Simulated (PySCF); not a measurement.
One of the candidates below gave these computed data.

All candidates are C8H12ClF.

* 1H NMR: chemical shifts (computed TMS as zero) by class: 4.89 (1 H), 3.82 (1 H), 2.15 (1 H), 2.08 (1 H), 2.01 (1 H), 1.92 (1 H), 1.76 (1 H), 1.71 (1 H), 1.70 (1 H), 1.62 (1 H), 1.60 (1 H), 1.55 (1 H) ppm [GIAO PBE0/pcSseg-1]
* NMR, other nuclei: isotropic shieldings of nuclei other than C and H, by class: 372 (1 F), 773 (1 Cl) ppm [GIAO PBE0/pcSseg-1]
* Dipole: 2.07 D [PBE0/pcSseg-1]
* 13C NMR: chemical shifts (computed TMS as zero) by class: 92.1 (1 C), 60.2 (1 C), 41.9 (1 C), 41.2 (1 C), 38.1 (1 C), 28.5 (1 C), 27.4 (1 C), 14.5 (1 C) ppm [GIAO PBE0/pcSseg-1]
* Rotational structure: rotational constants A, B, C: 1.893, 0.900, 0.813 GHz [GFN2-xTB]

The electronic properties come from PySCF, for the isolated species, density fitting. Levels stand in brackets. Geometry: GFN2-xTB; no solvent, vibrations or thermal averaging. NMR values are class means; diastereotopic atoms form classes of their own.

Problem. Which candidate is it?
A. `F[C@@H]1C[C@@H]2CC[C@H]1[C@@H](Cl)C2`
B. `FC[C@H]1CCC/C(=C\Cl)C1`
C. `F[C@@H]1C[C@@H]2CCC[C@@H]2[C@@H]1Cl`

Solution. A. It is `F[C@@H]1C[C@@H]2CC[C@H]1[C@@H](Cl)C2`. Numbering: `[F:1][C@@H:2]1[CH2:3][C@@H:4]2[CH2:5][CH2:6][C@H:7]1[C@@H:8]([Cl:9])[CH2:10]2`. Its formula, C8H12ClF, gives 2 degrees of unsaturation: 2 rings and 0 π bonds in the structure found. 8 carbons fall into 8 classes; from least to most shielded: sp3 C–F carbon [C2] (92.1 ppm), sp3 C–Cl carbon [C8] (60.2 ppm), sp3 carbon at a ring junction [C7] (41.9 ppm), ring CH2 carbon [C10] (41.2 ppm), ring CH2 carbon [C3] (38.1 ppm), sp3 carbon at a ring junction [C4] (28.5 ppm), ring CH2 carbon [C5] (27.4 ppm), ring CH2 carbon [C6] (14.5 ppm). Hydrogen classes from least to most shielded: 1 H on an sp3 C–F carbon, C2 (4.89 ppm), 1 H on an sp3 C–Cl carbon, C8 (3.82 ppm), 1 H on a ring CH2 carbon, C6 (2.15 ppm), 1 H on a ring CH2 carbon, C10 (2.08 ppm), 1 H on an sp3 carbon at a ring junction, C7 (2.01 ppm), 1 H on a ring CH2 carbon, C6 (1.92 ppm), 1 H on a ring CH2 carbon, C3 (1.76 ppm), 1 H on a ring CH2 carbon, C10 (1.71 ppm), 1 H on a ring CH2 carbon, C3 (1.70 ppm), 1 H on a ring CH2 carbon, C5 (1.62 ppm), 1 H on a ring CH2 carbon, C5 (1.60 ppm), 1 H on an sp3 carbon at a ring junction, C4 (1.55 ppm). The other shieldings belong to: 372 ppm, alkyl fluorine [F1]; 773 ppm, alkyl chlorine [Cl9]. The optimised geometry has point group C1 and is an asymmetric top.

The others, at the same levels:
- `F[C@@H]1C[C@@H]2CCC[C@@H]2[C@@H]1Cl` fails: its computed 13C shifts are 100.9 (1 C), 69.6 (1 C), 51.2 (1 C), 44.5 (1 C), 40.4 (1 C), 40.1 (1 C), 35.4 (1 C), 31.5 (1 C) ppm, 1H shifts are 4.91 (1 H), 4.04 (1 H), 2.68 (1 H), 2.44 (1 H), 2.15 (1 H), 2.12 (1 H), 1.94 (1 H), 1.87 (1 H), 1.78 (1 H), 1.75 (1 H), 1.57 (1 H), 1.36 (1 H) ppm and rotational constant A is 1.724 GHz (against 1.893 GHz).
- `FC[C@H]1CCC/C(=C\Cl)C1` fails: its computed 13C shifts are 150.4 (1 C), 121.5 (1 C), 90.7 (1 C), 46.0 (1 C), 39.9 (1 C), 32.3 (1 C), 31.8 (1 C), 30.5 (1 C) ppm, 1H shifts are 5.93 (1 H), 4.71 (1 H), 4.67 (1 H), 3.15 (1 H), 2.45 (1 H), 2.07 (1 H), 1.94 (1 H), 1.72 (1 H), 1.67 (1 H), 1.65 (1 H), 1.27 (1 H), 1.08 (1 H) ppm and rotational constant A is 2.530 GHz (against 1.893 GHz).
